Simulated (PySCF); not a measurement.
Sn(H)(Cl)(NH2)2 (ClH₅N₂Sn), SMILES [NH2][SnH]([NH2])[Cl].

Coordinates come from a PBE0-D3(BJ)/def2-SVP optimisation. The structure was generated by enumeration; whether it is a known compound was not checked. The def2 effective core potentials stand for the cores of Sn; spin–orbit coupling is left out. Other conformers were not sampled.

Computed with C-PCM-PBE0/def2-SVP in PySCF 2.14.0.

The values are the electrostatic part of the solvation free energy, E(continuum) − E(gas) at the gas-phase geometry, in a cavity of scaled van der Waals radii (PySCF's table); cavitation and dispersion terms are not included. A continuum can't describe solvent molecules that bind to the metal. In vacuum the orbital gap is 6.94 eV. The dipole moment in vacuum is 1.35 D.

Computed values in water (ε = 78.36), chloroform (ε = 4.71), chlorobenzene (ε = 5.70):
```csv
solvent,ε,ΔG(elec) (kcal/mol),dipole (D),gap (eV)
water,78.36,-8.4,1.71,7.00
chloroform,4.71,-6.5,1.63,6.99
chlorobenzene,5.70,-6.9,1.64,6.99
```
